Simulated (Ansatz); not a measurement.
```yaml
atoms:
  - { symbol: Sc, position_ang: [-0.0221, 0.0389, -0.4744] }
  - { symbol: O, position_ang: [-0.0364, -0.0078, 1.1530] }
```

UHF-MP2 on doublet ScO was run in several spherical basis sets with Ansatz (development build ahead of 0.2.0). Frozen core: 6 orbitals.

(1) Rank the basis sets by the total energy that they give, lowest first, with the distance from the lowest.
A. aug-cc-pVDZ
B. def2-TZVP
C. 6-31G(d)
D. cc-pVDZ

Answers

(1) B (0.00 eV), A (1.91 eV), D (2.75 eV), C (4.48 eV).

Totals follow the description of the cores as much as that of the bonds, so this order isn't one of quality for chemistry.
